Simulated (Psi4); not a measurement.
Psi4 input (wB97X-D/6-311+G**):

```
memory 1500 MB

molecule {
0 2
C    -2.05168200   -0.25241100    0.18857400
Si   -0.48792400    0.71209200   -0.24319100
Si    1.49334800   -0.48826700    0.04738700
H    -2.08202100   -0.47571900    1.25866100
H    -2.94477300    0.32283600   -0.06061700
H    -2.09001100   -1.19657700   -0.35626100
H    -0.46426300    2.01402400    0.48013500
H     2.64921600    0.34566500   -0.36184000
H     1.70887700   -0.92568100    1.45335300
H     1.45712800   -1.70363200   -0.80362100
symmetry c1
no_reorient
no_com
}

set {
  basis 6-311+G**
  reference uks
  scf_type df
  df_basis_scf def2-universal-jkfit
  dft_radial_points 99
  dft_spherical_points 590
  e_convergence 1e-8
  d_convergence 1e-7
  maxiter 150
}

e = energy('wb97x-d')
print_out(f'\nFINAL {e:.10f} DIPOLE {variable("CURRENT DIPOLE")[0]:.6f} {variable("CURRENT DIPOLE")[1]:.6f} {variable("CURRENT DIPOLE")[2]:.6f}\n')
```

Output:

```
   => Loading Basis Set <=

    Name: 6-311+G**
    Role: ORBITAL
    Keyword: BASIS
    atoms 1    entry C          line   129 file 6-311pgss.gbs
    atoms 2-3  entry SI         line   351 file 6-311pgss.gbs
    atoms 4-10 entry H          line    42 file 6-311pgss.gbs

   => WB97X-D: Empirical Dispersion <=

    Chai and Head-Gordon Dispersion Correction
    Chai, J.-D.; Head-Gordon, M. (2010), J. Chem. Phys., 132: 6615-6620

        s6 =       1.000000

         ---------------------------------------------------------
                                   SCF
               by Justin Turney, Rob Parrish, Andy Simmonett
                          and Daniel G. A. Smith
                              UKS Reference
         ---------------------------------------------------------

  ==> Geometry <==

    Molecular point group: c1
    Full point group: C1

    Geometry (in Angstrom), charge = 0, multiplicity = 2:

       Center              X                  Y                   Z               Mass
    ------------   -----------------  -----------------  -----------------  -----------------
         C           -2.051682000000    -0.252411000000     0.188574000000    12.000000000000
         SI          -0.487924000000     0.712092000000    -0.243191000000    27.976926534650
         SI           1.493348000000    -0.488267000000     0.047387000000    27.976926534650
         H           -2.082021000000    -0.475719000000     1.258661000000     1.007825032230
         H           -2.944773000000     0.322836000000    -0.060617000000     1.007825032230
         H           -2.090011000000    -1.196577000000    -0.356261000000     1.007825032230
         H           -0.464263000000     2.014024000000     0.480135000000     1.007825032230
         H            2.649216000000     0.345665000000    -0.361840000000     1.007825032230
         H            1.708877000000    -0.925681000000     1.453353000000     1.007825032230
         H            1.457128000000    -1.703632000000    -0.803621000000     1.007825032230

  Running in c1 symmetry.

  Rotational constants: A =      0.50848  B =      0.10518  C =      0.09248 [cm^-1]
  Rotational constants: A =  15243.77906  B =   3153.24918  C =   2772.36539 [MHz]
  Nuclear repulsion =  139.890370835199889

  Charge       = 0
  Multiplicity = 2
  Electrons    = 41
  Nalpha       = 21
  Nbeta        = 20

  ==> Algorithm <==

  SCF Algorithm Type is DF.
  DIIS enabled.
  MOM disabled.
[...]

    Beta Occupied:

       1A    -66.251236     2A    -66.247816     3A    -10.277581
       4A     -5.385949     5A     -5.384362     6A     -3.729851
       7A     -3.729477     8A     -3.728248     9A     -3.728144
      10A     -3.728116    11A     -3.727747    12A     -0.803386
      13A     -0.644595    14A     -0.556355    15A     -0.500247
      16A     -0.495238    17A     -0.437095    18A     -0.429882
      19A     -0.407573    20A     -0.368236

    Beta Virtual:

      21A     -0.038988    22A      0.053430    23A      0.063920
      24A      0.075953    25A      0.088403    26A      0.089924
      27A      0.094244    28A      0.101661    29A      0.102756
      30A      0.119767    31A      0.123401    32A      0.130971
      33A      0.138035    34A      0.155196    35A      0.163902
      36A      0.172451    37A      0.187037    38A      0.200143
      39A      0.215680    40A      0.222284    41A      0.244963
      42A      0.306039    43A      0.331530    44A      0.336454
      45A      0.344275    46A      0.356397    47A      0.375837
      48A      0.387537    49A      0.445645    50A      0.454854
      51A      0.462903    52A      0.494502    53A      0.504262
      54A      0.536558    55A      0.557307    56A      0.580937
      57A      0.602174    58A      0.627840    59A      0.646517
      60A      0.689696    61A      0.703364    62A      0.739812
      63A      0.763746    64A      0.772526    65A      0.818331
      66A      0.870978    67A      0.935731    68A      0.949057
      69A      0.951064    70A      0.985674    71A      1.039935
      72A      1.173919    73A      1.187654    74A      1.283203
      75A      1.298009    76A      1.323272    77A      1.367429
      78A      1.373351    79A      1.398414    80A      1.455747
      81A      1.510739    82A      1.519032    83A      1.537207
      84A      1.580264    85A      1.605757    86A      1.646704
      87A      1.662389    88A      1.702156    89A      1.712052
      90A      1.734636    91A      1.777199    92A      1.818308
      93A      1.837458    94A      1.983837    95A      2.089146
      96A      2.140316    97A      2.198675    98A      2.207330
      99A      2.270318   100A      2.281604   101A      2.526648
     102A      2.591964   103A      2.602206   104A      2.611079
     105A      2.621303   106A      2.673286   107A      2.704796
     108A      2.739092   109A      2.804618   110A      2.903546
     111A      3.259408   112A      3.836695   113A      3.843703
     114A      5.644436   115A      5.691879   116A     11.454307
     117A     11.495795   118A     11.552496   119A     11.556023
     120A     11.560176   121A     11.593636   122A     24.058239
     123A    141.139316   124A    141.217389

    Final Occupation by Irrep:
              A
    DOCC [    20 ]
    SOCC [     1 ]
    NA   [    21 ]
    NB   [    20 ]

  @DF-UKS Final Energy:  -621.26113475857335

   => Energetics <=

    Nuclear Repulsion Energy =            139.8903708351998887
    One-Electron Energy =               -1136.4330596799222803
    Two-Electron Energy =                 410.9290222502527854
    DFT Exchange-Correlation Energy =     -35.6443402326873695
    Empirical Dispersion Energy =          -0.0031279314164088
    VV10 Nonlocal Energy =                  0.0000000000000000
    Total Energy =                       -621.2611347585733483

  UHF NO Occupations:
  HONO-2 :   19  A 1.9998507
  HONO-1 :   20  A 1.9991078
  HONO-0 :   21  A 1.0000000
  LUNO+0 :   22  A 0.0008922
  LUNO+1 :   23  A 0.0001493
  LUNO+2 :   24  A 0.0001170
  LUNO+3 :   25  A 0.0000782

Computation Completed

Properties will be evaluated at   0.000000,   0.000000,   0.000000 [a0]

Properties computed using the SCF density matrix

 Multipole Moments:

 ------------------------------------------------------------------------------------
     Multipole            Electronic (a.u.)      Nuclear  (a.u.)        Total (a.u.)
 ------------------------------------------------------------------------------------

 L = 1.  Multiply by 2.5417464519 to convert [e a0] to [Debye]
 Dipole X            :         -0.3179050           -0.0000057           -0.3179107
 Dipole Y            :         -0.1134438           -0.0000000           -0.1134438
 Dipole Z            :          0.0768393           -0.0000038            0.0768355
 Magnitude           :                                                    0.3461797

 ------------------------------------------------------------------------------------

FINAL -621.2611347586 DIPOLE -0.317911 -0.113444 0.076835

*** Psi4 exiting successfully. Buy a developer a beer!
```

The geometry given is a B3LYP-D3(BJ)/def2-TZVP minimum.
